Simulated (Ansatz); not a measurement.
`F[SiH](F)S[SiH2]Cl` → `F[Si]F` + `S[SiH2]Cl` at 600 K and 1 bar (silylene formation by 1,1-elimination).

Calculated with Ansatz (gas phase, PBE0-D4/def2-TZVP geometries, no zero-point term in ΔE). CCSD(T)/CBS adds triple-zeta CCSD(T) − MP2 to the extrapolated MP2 energy (def2 sets, frozen cores). This one scheme is used for every species. Each species was taken in one conformer, which may not be the lowest.

```
             species  CCSD(T)/CBS energy (Eh)  H − E (kJ/mol)  S (J/(mol·K))
`F[SiH](F)S[SiH2]Cl`              -1637.34667           166.1          502.5
            `F[Si]F`               -488.75686            38.5          291.1
         `S[SiH2]Cl`              -1148.50980           116.7          365.2
```

H − E and S are ideal-gas, rigid-rotor, harmonic terms from PBE0-D4/def2-TZVP, for one conformer and one mirror image of each species. 1 Eh = 2625.50 kJ/mol, R = 8.31446 J/(mol·K).

By hand: ΔE, ΔH, ΔS and ΔG.

ΔE = (-488.75686) + (-1148.50980) − (-1637.34667) = 0.08001 Eh = 210.1 kJ/mol. Δ(H − E) = 38.5 + 116.7 − 166.1 = -10.9, so ΔH = 199.2 kJ/mol. ΔS = 291.1 + 365.2 − 502.5 = 153.8 J/(mol·K). ΔG = 199.2 − 600 × (153.8)/1000 = 106.9 kJ/mol.

By hand: the equilibrium constant, and the temperature at which ΔG would vanish if ΔH and ΔS stayed fixed.

log₁₀ K = −ΔG/(RT ln 10) = -9.3. ΔG = 0 at ΔH/ΔS = 1295 K.

The number of gas molecules changes by +1, which sets the sign of ΔS. A doubt of 5 kJ/mol in ΔE shifts log₁₀ K by 0.4 here. Other conformers and mirror images would add mixing entropy, several J/(mol·K) or more a flexible species. Modes under 60 cm⁻¹, often nearly free rotors, make the harmonic entropy too high. These are equilibria of isolated gas molecules and say nothing of rates. Largest T1 diagnostic: 0.015 (customary marks: 0.02 for closed shells, 0.045 for open ones).
